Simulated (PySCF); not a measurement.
C3H6FNSi, SMILES F[Si@H]1C=CCN1. The structure is a stationary point at PBE0-D3(BJ)/def2-SVP. The structure was generated by enumeration; whether it is a known compound was not checked. Other conformers were not sampled.

Problem. Give the equilibrium geometry at PBE0-D3(BJ)/def2-SVP (PySCF confirms it by a frequency run) as a Z-matrix. (Estimate from the structure and the level; the computed values follow.)

Solution. This is not unique; one that fits is 
```
N
H 1 1.0098
C 1 1.4419 2 117.47
H 3 1.1086 1 112.09 2 58.53
H 3 1.1096 4 105.79 1 123.63
C 3 1.5001 4 108.99 5 117.05
C 6 1.3439 3 117.99 4 123.10
H 7 1.0922 6 121.88 3 179.66
H 6 1.0963 7 123.83 8 -0.02
Si 1 1.7172 2 128.77 3 -176.95
F 10 1.6332 1 113.94 2 64.92
H 10 1.4866 11 102.54 1 125.42
```
Charge 0, spin multiplicity 1.
